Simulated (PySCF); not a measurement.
# Adding and removing an electron: CaIn

PBE0; Ca x2c-SVPall, In x2c-SVPall; spin-free X2C with a Gaussian nucleus (PySCF 2.14). Neutral (UKS): doublet (π ↑), Re = 3.261 Å, ωe = 130 cm⁻¹, De = 0.60 eV, HOMO -3.57 eV, LUMO -2.03 eV.

CaIn⁺ (UKS): singlet (closed shell), Re = 3.642 Å, ωe = 108 cm⁻¹, De = 1.30 eV to Ca + In⁺. The energies at the minima are -6560.12314 hartree for CaIn and -6559.94311 for CaIn⁺.

Question: Work out the adiabatic ionisation energy, without and with harmonic zero-point energies (1 hartree = 27.2114 eV, 1 eV = 8065.5 cm⁻¹), and the change of the bond length.

Answer: At PBE0: 0.18003 hartree = 4.899 eV between the minima; the zero-point term (108.0 − 130.0)/2 cm⁻¹ = -0.001 eV makes it 4.898 eV. Re changes by +38.1 pm against the neutral. The electron leaves a π orbital, and the longer bond of the ion fits a bonding orbital, or a change in how ionic the bond is.

Closed-shell solutions of metal pairs were not tested for spin polarisation, which can lower them a little. These are scalar-relativistic numbers at best; spin–orbit coupling would shift them, the dissociation energy most. For an ion De counts to the pair picked by the measured ionisation energies or electron affinities, which need not be the lowest pair at this level. States were picked by a PBE0 search and need not be the measured ground states.
